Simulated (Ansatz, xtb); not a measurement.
## F2HOSi2+: where a starting geometry ends

The starting geometry of this gas-phase singlet has its atoms placed at random.

```xyz
6

F     1.4132    1.2229    0.5092
F    -0.0876   -0.8618    1.9007
O    -0.5534   -0.6037    0.0168
Si   -0.3204    1.1177    1.4433
Si   -0.6940   -0.5850   -1.9336
H     0.4686   -1.1642    1.2434
```

**Question.** One run relaxed it with r2SCAN-D4/def2-SVP. What is a likely outcome?

**Answer.** It falls apart into FOSi2 + FH (formulas without charges). Distances that change by over a tenth: O3–Si5 (1.96 → 1.57 Å). Contacts that close: F1–Si4 (1.97 → 1.63 Å), O3–Si4 (2.25 → 1.85 Å).

The energy falls by 4.71 eV over 19 steps:

| step | E − E(last) (eV) |
| --- | --- |
| 1 | 4.708 |
| 3 | 1.217 |
| 5 | 0.402 |
| 7 | 0.254 |
| 9 | 0.164 |
| 11 | 0.140 |
| 13 | 0.025 |
| 15 | 0.003 |
| 17 | 0.000 |
| 19 | 0.000 |

Final geometry (Å):

```yaml
atoms:
  - { symbol: F, position_ang: [1.3085, 0.9235, 0.8463] }
  - { symbol: F, position_ang: [-0.0072, -1.0635, 1.8106] }
  - { symbol: O, position_ang: [-0.5959, 0.0552, -0.6080] }
  - { symbol: Si, position_ang: [-0.3099, 0.9439, 0.9915] }
  - { symbol: Si, position_ang: [-1.0321, -0.5256, -1.9989] }
  - { symbol: H, position_ang: [0.8628, -1.2075, 2.1384] }
```

From the same start GFN2-xTB reaches the same bonding as this run.

From so rough a start the end depends on the optimiser's path, so another program may land elsewhere. The end wasn't checked by frequencies. Run with Ansatz 0.2.0, 21 s on 2 threads of Intel(R) Xeon(R) 6975P-C (Granite Rapids), on a shared host.
